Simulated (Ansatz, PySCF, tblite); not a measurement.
Energy landscape of Ga₂O, singlet: symmetric bend, bond length relaxed. Scanned: Ga-O-Ga angle. Other coordinates (O-Ga bond length) were minimised at PBE0/def2-TZVP. Each profile is relative to its own lowest point.

```tsv
a / °	A	B	C
180	0.0	0.0	0.0
167	0.1	0.5	0.2
157	0.3	1.6	0.7
147	0.8	3.4	1.6
137	1.6	5.9	3.1
127	3.0	9.4	5.3
117	5.2	13.8	8.8
107	8.8	19.6	14.0
97	14.3	26.8	21.8
87	22.9	36.0	33.6
80	31.7	44.5	45.7
```

Energies in kcal/mol.

### Question
Which curve belongs to which method? The methods are tblite with GFN2-xTB, 300 K electronic temperature; MP2 on RHF/aug-cc-pVQZ, cores with 3d frozen (Ansatz, an electronic-structure program); PySCF with RHF/def2-TZVP.

### Answer
A is MP2/aug-cc-pVQZ; B is GFN2-xTB; C is RHF.
